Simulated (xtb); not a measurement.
C4H5, doublet, geometry from GFN2-xTB; GFN2-xTB with GBSA(chcl3) (xtb).

The xtb input:
```
$ xtb mol.xyz --gfn 2 --uhf 1 --gbsa chcl3 --json

# file mol.xyz
9

C     -0.00416143     0.00641022     0.41862519
C     -0.00209261    -0.80382943    -0.82333579
C      0.01842575     0.69136568    -0.93155815
C     -0.01651474     0.03981632     1.67974132
H     -0.91334012    -1.32667342    -1.07822748
H      0.90024908    -1.35023006    -1.05983839
H      0.93730161     1.18394500    -1.21299360
H     -0.88145279     1.20756873    -1.23143505
H     -0.01669960     0.68281303     2.52165902
```

What the program printed (banner, timings and long lists left out):

```
   ID    Z sym.   atoms
    1    6 C      1-4
    2    1 H      5-9

           -------------------------------------------------
          |                Calculation Setup                |
           -------------------------------------------------

           -------------------------------------------------
          |                 G F N 2 - x T B                 |
           -------------------------------------------------

      * Solvation model:               GBSA
        Solvent                        chcl3
        Parameter file                 internal GFN2-xTB/GBSA
        Dielectric constant                4.8100E+00
        Reference state                gsolv [1 M gas/solution]
        Free energy shift                  4.1068E-03 Eh       2.5771E+00 kcal/mol
        Temperature                        2.9815E+02 K
        Density                            1.4900E+00 kg/L
        Solvent mass                       1.1938E+02 g/mol
        Interaction kernel             Still
        Born radius scaling (c1)           1.3539E+00
        Born radii integrator          GBOBC
        Born offset                        1.4626E-02 a0       2.7639E-02 AA
        H-bond correction              false
        Ion screening                  false
        Surface tension                    1.0000E-05 Eh       1.5569E+01 dyn/cm
        Grid points                               230 per atom

          ...................................................
          :                      SETUP                      :
          :.................................................:
          :  # basis functions                  21          :
          :  # atomic orbitals                  21          :
          :  # shells                           13          :
          :  # electrons                        21          :
          :  max. iterations                   250          :
          :  Hamiltonian                  GFN2-xTB          :
          :  restarted?                      false          :
          :  GBSA solvation                   true          :
          :  PC potential                    false          :
          :  electronic temp.          300.0000000     K    :
          :  accuracy                    1.0000000          :
          :  -> integral cutoff          0.2500000E+02      :
          :  -> integral neglect         0.1000000E-07      :
          :  -> SCF convergence          0.1000000E-05 Eh   :
[...]
         :: total energy             -10.956253972597 Eh    ::
[...]
     3   6 C        3.804    -0.058    21.607     6.617
     4   6 C        1.909    -0.147    35.278     9.592
     5   1 H        0.926     0.048     2.351     2.398
     6   1 H        0.926     0.048     2.351     2.398
     7   1 H        0.926     0.046     2.369     2.407
     8   1 H        0.926     0.046     2.369     2.407
     9   1 H        0.927     0.055     2.254     2.348

 Mol. C6AA /au·bohr⁶  :        789.204250
 Mol. C8AA /au·bohr⁸  :      18649.010846
 Mol. α(0) /au        :         43.396052

Wiberg/Mayer (AO) data.
largest (>0.10) Wiberg bond orders for each atom

 ---------------------------------------------------------------------------
     #   Z sym  total        # sym  WBO       # sym  WBO       # sym  WBO
 ---------------------------------------------------------------------------
     1   6 C    3.953 --     4 C    2.219     2 C    0.903     3 C    0.822
     2   6 C    3.939 --     3 C    1.002     5 H    0.968     6 H    0.968
                             1 C    0.903
     3   6 C    3.910 --     2 C    1.002     8 H    0.971     7 H    0.971
                             1 C    0.822     4 C    0.137
     4   6 C    3.470 --     1 C    2.219     9 H    0.969     3 C    0.137
     5   1 H    0.998 --     2 C    0.968
     6   1 H    0.998 --     2 C    0.968
     7   1 H    0.998 --     3 C    0.971
     8   1 H    0.998 --     3 C    0.971
     9   1 H    0.997 --     4 C    0.969
 ---------------------------------------------------------------------------

Topologies differ in total number of bonds
Writing topology from bond orders to xtbtopo.mol

molecular dipole:
                 x           y           z       tot (Debye)
 q only:        0.005       0.038      -0.407
   full:        0.007       0.170      -0.493       1.325
molecular quadrupole (traceless):
                xx          xy          yy          xz          yz          zz
 q only:       -0.097       0.003       0.492       0.009       0.466      -0.396
  q+dip:       -0.110      -0.021      -0.353       0.017       1.737       0.464
   full:        0.423      -0.017       0.189       0.029       1.400      -0.612

           -------------------------------------------------
          | TOTAL ENERGY              -10.956253972597 Eh   |
          | GRADIENT NORM               0.001592202826 Eh/α |
          | HOMO-LUMO GAP               3.544525969758 eV   |
           -------------------------------------------------

normal termination of xtb
```
